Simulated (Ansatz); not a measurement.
**Relaxing a trial structure of C4H8N2Si**

The starting geometry of this gas-phase singlet was optimised with GFN2-xTB; its bonds are those of `Cc1cnn([SiH3])c1`.

```yaml
atoms:
  - { symbol: C, position_ang: [1.6973, -1.4234, 1.9568] }
  - { symbol: C, position_ang: [1.0764, -0.6099, 0.8755] }
  - { symbol: C, position_ang: [1.1097, 0.7941, 0.7271] }
  - { symbol: C, position_ang: [0.3332, -1.0302, -0.1981] }
  - { symbol: N, position_ang: [0.4472, 1.1772, -0.3381] }
  - { symbol: N, position_ang: [-0.0341, 0.0627, -0.9136] }
  - { symbol: Si, position_ang: [-0.9732, 0.2592, -2.3818] }
  - { symbol: H, position_ang: [2.7325, -1.1233, 2.1117] }
  - { symbol: H, position_ang: [1.1615, -1.2805, 2.8954] }
  - { symbol: H, position_ang: [1.6699, -2.4798, 1.6998] }
  - { symbol: H, position_ang: [1.5917, 1.5153, 1.3581] }
  - { symbol: H, position_ang: [-2.1209, 1.0969, -2.0507] }
  - { symbol: H, position_ang: [-0.1001, 0.8699, -3.3791] }
  - { symbol: H, position_ang: [-1.3628, -1.1039, -2.7441] }
  - { symbol: H, position_ang: [0.0402, -2.0128, -0.5087] }
```

Q: Predict what becomes of its bonds when it is optimised with PBE-D3(BJ)/def2-SVP.

A: It keeps its bonds, and is `Cc1cnn([SiH3])c1`.

The energy falls by 0.18 eV over 14 steps:

```
step  E − E(last) (eV)
   1             0.184
   2             0.018
   4             0.001
   5             0.001
   7             0.000
   8             0.000
  10             0.000
  11             0.000
  13             0.000
  14             0.000
```

Final geometry (Å):

| atom | x (Å) | y (Å) | z (Å) |
| --- | --- | --- | --- |
| C | 1.7144 | -1.4384 | 1.9799 |
| C | 1.0832 | -0.6088 | 0.9032 |
| C | 1.0933 | 0.8132 | 0.7625 |
| C | 0.3471 | -1.0388 | -0.1966 |
| N | 0.4274 | 1.2216 | -0.3202 |
| N | -0.0300 | 0.0803 | -0.9068 |
| Si | -0.9779 | 0.2706 | -2.4117 |
| H | 2.8114 | -1.2759 | 2.0311 |
| H | 1.3046 | -1.1898 | 2.9814 |
| H | 1.5449 | -2.5193 | 1.8094 |
| H | 1.5687 | 1.5531 | 1.4214 |
| H | -2.2036 | 1.0863 | -2.1362 |
| H | -0.1347 | 0.9293 | -3.4599 |
| H | -1.3479 | -1.1238 | -2.8256 |
| H | 0.0675 | -2.0481 | -0.5217 |

No frequencies were run, so the end isn't proven a minimum. Run with Ansatz 0.2.0, 18 s on 4 threads of Arm Neoverse V1, with other jobs on the host.
